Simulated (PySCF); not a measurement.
A structure optimised at PBE-D3(BJ)/def2-SVP, used in a PySCF frequency run:

```xyz
11

C      0.9694    -1.7534     0.0000
Si    -0.7087    -0.9035     0.0000
C     -0.3755     1.0014     0.0000
F      0.3725     1.3176    -1.1166
F      0.3725     1.3176     1.1166
H      1.5439    -1.4480     0.8971
H      0.8720    -2.8568     0.0000
H      1.5439    -1.4480    -0.8971
H     -1.5157    -1.2325    -1.2263
H     -1.5157    -1.2325     1.2263
H     -1.2757     1.6617     0.0000
```

Question: Write its SMILES, formula and point group.

Answer: C[SiH2]C(F)F, C2H6F2Si, Cs

Question: What are its rotational constants (standard atomic weights)?

Answer: 5.2713, 2.5332, 2.4334 GHz
